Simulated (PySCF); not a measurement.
## Ionisation energy of In⁺ by level of theory

In⁺ [Kr] 4d10 5s2 (1S) → In²⁺ [Kr] 4d10 5s1 (2S), as a difference of total energies. Computed with PySCF 2.14 in cc-pVDZ-PP with ECP28MDF (4s3p2d, 23 functions), with a scalar-relativistic core potential. Correlated levels: valence: 4s2 4p6 4d10 frozen. The calculations carry no spin-orbit coupling.

Task: Order these methods by the ionisation energy they give, lowest first.
A. r2SCAN
B. UHF
C. CCSD (valence)
D. SCS-MP2 (valence)

Result: B (17.011 eV), D (17.688 eV), C (17.869 eV), A (18.794 eV).

Errors of the correlated levels include the incompleteness of this basis and the frozen core.

With two correlated electrons CCSD is exact in that space.

For comparison: 18.870 eV (measured; NIST Atomic Spectra Database, ionization energies).
